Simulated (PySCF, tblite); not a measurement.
Species: C4H11OPS.
Atom-mapped SMILES: `[CH3:1][CH2:2][P@H:3](=[O:4])[CH2:5][S:6][CH3:7]` (hydrogens: H8, H9, H10 on C1; H11, H12 on C2; H13 on P3; H14, H15 on C5; H16, H17, H18 on C7)

The geometry is computed with GFN2-xTB (gas phase).

(1) Give the optimised bond lengths and angles.

## Answers

(1) 
```csv
bond,length (Å)
C1–C2,1.522
C2–P3,1.827
P3=O4,1.465
P3–C5,1.839
C5–S6,1.822
S6–C7,1.813
"C1–H8, C1–H9, C1–H10",1.089
C2–H11,1.094
C2–H12,1.090
P3–H13,1.400
C5–H14,1.088
C5–H15,1.091
"C7–H16, C7–H17, C7–H18",1.085
```

Bonds in one row agree within 0.01 Å and their mean is given. A selection of angles:
```csv
angle,degrees
C2–C1–H8,111.0
C2–C1–H9,110.4
H8–C1–H9,108.7
H9–C1–H10,108.1
C1–C2–P3,108.3
C1–C2–H11,110.9
C1–C2–H12,111.8
P3–C2–H11,106.9
P3–C2–H12,110.2
H11–C2–H12,108.6
C2–P3–O4,114.8
C2–P3–C5,106.4
C2–P3–H13,104.1
O4–P3–C5,114.5
O4–P3–H13,113.3
C5–P3–H13,102.5
P3–C5–S6,108.4
P3–C5–H14,111.3
P3–C5–H15,110.9
S6–C5–H14,107.0
S6–C5–H15,109.1
H14–C5–H15,110.1
C5–S6–C7,99.8
S6–C7–H16,106.5
S6–C7–H17,109.2
H16–C7–H17,110.1
H17–C7–H18,111.2
```

Torsions: C1–C2–P3–O4 -56° (synclinal); C2–P3–C5–S6 60° (synclinal); P3–C5–S6–C7 78° (synclinal).

Of the pairs four or more bonds apart, O4···H18 is among the closest relative to their van der Waals radii: 2.40 Å, 88 % of the sum of Bondi's values. P3 (phosphoryl phosphorus) is distorted tetrahedral (angles from 102.5° to 114.8°).

Point group: C1 (no symmetry element, even within 0.4 Å). Its GFN2-xTB frequencies are all real (lowest 45 cm⁻¹). One conformer, not necessarily the lowest. 3 starts were optimised and ended at 0.00, 0.61 and 0.75 kcal/mol (GFN2-xTB); the lowest of these is shown.
